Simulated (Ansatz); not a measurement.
Ansatz (a first-principles code) input (HF/6-31G* with LANL2DZ past Ar): The .json file joins the Basis Set Exchange's 6-31G* for atoms up to Ar and LANL2DZ past it.

Ansatz 0.2 input:
```yaml
crystal:
  periodic: [false, false, false]
  atoms:
    - {symbol: F, position_ang: [-1.92491910, -1.03399159, 0.00306406]}
    - {symbol: C, position_ang: [-1.25499295, 0.00096108, -0.01182857]}
    - {symbol: F, position_ang: [-1.92293359, 1.03693830, -0.03933089]}
    - {symbol: I, position_ang: [0.79548362, -0.00060918, 0.00749760]}
basis:
  gaussian:
    orbitals: 6-31Gs+LANL2DZ.json
hamiltonian:
  xc: {name: HF}
total_charge: 1
phonons: {temperatures: {t_min: 298.15, t_max: 298.15, t_step: 100}}
```

Question: Which harmonic wavenumbers does it give?

Answer: 313, 323, 600, 762, 1503, 1667 cm⁻¹ (unscaled; negative means imaginary).
